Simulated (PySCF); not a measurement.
I3Sb (SMILES [I][Sb]([I])[I]), singlet, at a GFN2-xTB geometry (core potentials on I, Sb). Base run: DF-B3LYP/def2-SVP run with PySCF.

PySCF was given this input:
```python
from pyscf import gto, scf, dft

mol = gto.Mole()
mol.atom = '''
    Sb    0.01294198    0.00090519    1.01247550
    I    -1.86865509   -1.50372426   -0.29957913
    I    -0.37382384    2.36628049   -0.32214675
    I     2.23002532   -0.86342726   -0.35254300
'''
mol.basis = 'def2-svp'
mol.ecp = {'I': 'def2-svp', 'Sb': 'def2-svp'}
mol.verbose = 3
mol.build()

mf = dft.RKS(mol)
mf.xc = 'b3lyp'
mf = mf.density_fit(auxbasis='def2-universal-jkfit')
mf.kernel()
```

Variants of this job, named by their change:

```
change                                                                                                                                                                                                              basis functions        E (Eh)  HOMO (eV)  HOMO-LUMO gap (eV)  dipole (D)
------------------------------------------------------------------------------------------------------------------------------------------------------------------------------------------------------------------  ---------------  ------------  ---------  ------------------  ----------
base                                                                                                                                                                                                                            104   -1133.83571      -7.24                4.30        1.90
basis = ANO-RCC-VDZP; relativity = spin-free X2C; nucleus = Gaussian (with mol.nucmod = 'G'; without mol.ecp = {'I': 'def2-svp', 'Sb': 'def2-svp'}; without mf = mf.density_fit(auxbasis='def2-universal-jkfit'))               172  -27827.15518      -7.33                4.30        1.91
basis = ANO-RCC-VDZP; relativity = none (without mol.ecp = {'I': 'def2-svp', 'Sb': 'def2-svp'}; without mf = mf.density_fit(auxbasis='def2-universal-jkfit'))                                                                   172  -26155.98592      -8.13                4.47        1.29
basis = x2c-SVPall; relativity = spin-free X2C (without mol.ecp = {'I': 'def2-svp', 'Sb': 'def2-svp'}; without mf = mf.density_fit(auxbasis='def2-universal-jkfit'))                                                            144  -27825.61605      -7.12                4.33        1.70
basis = x2c-SVPall; relativity = spin-free X2C; nucleus = Gaussian (with mol.nucmod = 'G'; without mol.ecp = {'I': 'def2-svp', 'Sb': 'def2-svp'}; without mf = mf.density_fit(auxbasis='def2-universal-jkfit'))                 144  -27824.94047      -7.12                4.33        1.70
basis = jorge-DZP-DKH; relativity = spin-free X2C (without mol.ecp = {'I': 'def2-svp', 'Sb': 'def2-svp'}; without mf = mf.density_fit(auxbasis='def2-universal-jkfit'))                                                         192  -27803.77756      -7.23                4.05        2.58
basis = jorge-DZP-DKH; relativity = none (without mol.ecp = {'I': 'def2-svp', 'Sb': 'def2-svp'}; without mf = mf.density_fit(auxbasis='def2-universal-jkfit'))                                                                  192  -26782.90077      -7.53                4.33        2.16
basis = ANO-RCC-VDZP; relativity = spin-free X2C (without mol.ecp = {'I': 'def2-svp', 'Sb': 'def2-svp'}; without mf = mf.density_fit(auxbasis='def2-universal-jkfit'))                                                          172  -27828.05786      -7.33                4.30        1.91
basis = x2c-SVPall; relativity = none (without mol.ecp = {'I': 'def2-svp', 'Sb': 'def2-svp'}; without mf = mf.density_fit(auxbasis='def2-universal-jkfit'))                                                                     144  -26347.69249      -7.86                4.35        0.91
basis = jorge-DZP-DKH; relativity = spin-free X2C; nucleus = Gaussian (with mol.nucmod = 'G'; without mol.ecp = {'I': 'def2-svp', 'Sb': 'def2-svp'}; without mf = mf.density_fit(auxbasis='def2-universal-jkfit'))              192  -27803.01111      -7.24                4.05        2.58
```

Totals shift with the method and basis; they matter in differences.

Basis sets contracted for a relativistic Hamiltonian are a mismatch without it, so the rows without relativity aren't non-relativistic limits. No row has spin-orbit coupling; sets with core potentials leave out the core electrons.
